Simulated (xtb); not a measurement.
xtb input:

```bash
xtb mol.xyz --gfn 2 --sp --chrg 0 --uhf 0
```
mol.xyz:
```
12

C      2.76971514    -0.62235607     0.25308902
O      1.48893568    -1.16060206    -0.05018242
Ga    -0.00354554    -0.21368559    -0.04853868
Cl     0.03116380     1.88708421     0.42929404
O     -1.52532681    -1.02124335    -0.44385531
C     -2.78567845    -0.36367171    -0.47936080
H      3.43192975    -0.77331660    -0.60299968
H      3.18518157    -1.15234428     1.11375392
H      2.74127241     0.44616047     0.48491967
H     -2.72446431     0.69446527    -0.20954250
H     -3.20147276    -0.44032965    -1.48707094
H     -3.46541085    -0.85988314     0.21757218
```

Predict the final energy.

-21.31342 Eh (GFN2-xTB).
